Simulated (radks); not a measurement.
Spherical quantum dot in the effective-mass picture: electrons in a parabolic well V = omega^2 r^2 / 2 with omega = 0.0653, all in effective atomic units (hartree* = m*/eps^2 hartree, bohr* = eps/m* bohr), one dielectric constant everywhere. Calculated with a radial shooting solver with Libxc functionals: non-relativistic Kohn-Sham, LDA (Slater exchange, Perdew-Wang correlation), spin-polarised, spherical densities. Levels are named by radial order and angular momentum (1s, 1p, 1d, 2s, ...), and open shells are averaged over m.

N = 26, configuration 1s2 1p6 1d10 2s2 1f(up 6, down 0). This is the lowest configuration that the search found (a dilute case). Occupied and some empty levels:

| level | occupation | eigenvalue (hartree*) | <r> (bohr*) |
|---|---|---|---|
| 1s up | 1 | 2.0279 | 11.96 |
| 1s down | 1 | 2.0329 | 11.13 |
| 1p up | 3 | 2.0368 | 13.33 |
| 1p down | 3 | 2.0433 | 13.01 |
| 1d up | 5 | 2.0495 | 14.20 |
| 1d down | 5 | 2.0568 | 14.08 |
| 2s up | 1 | 2.0614 | 9.816 |
| 2s down | 1 | 2.0641 | 10.32 |
| 1f up | 6 | 2.0657 | 14.86 |
| 1f down | 0 | 2.0733 | 14.84 |
| 2p up | 0 | 2.0844 | 11.33 |
| 1g up | 0 | 2.0851 | 15.42 |
| 2p down | 0 | 2.0873 | 11.41 |
| 1g down | 0 | 2.0926 | 15.45 |
| 2d up | 0 | 2.1088 | 12.62 |
| 2d down | 0 | 2.1125 | 12.58 |

Energy (hartree*): total 31.6746, kinetic 0.83531, external 10.921, Hartree 22.431, exchange-correlation -2.5129.

Electron density:

| r (bohr*) | n(r) (e/bohr*^3) |
|---|---|
| 0.561 | 0.001556 |
| 2.68 | 0.001374 |
| 4.79 | 0.001069 |
| 6.91 | 0.0008613 |
| 9.03 | 0.0009083 |
| 11.1 | 0.001153 |
| 13.3 | 0.001317 |
| 15.4 | 0.001063 |
| 17.5 | 0.0004953 |
| 19.6 | 0.0001135 |
| 21.7 | 0.00001229 |
| 23.8 | 6.216e-07 |
| 26.0 | 1.537e-08 |
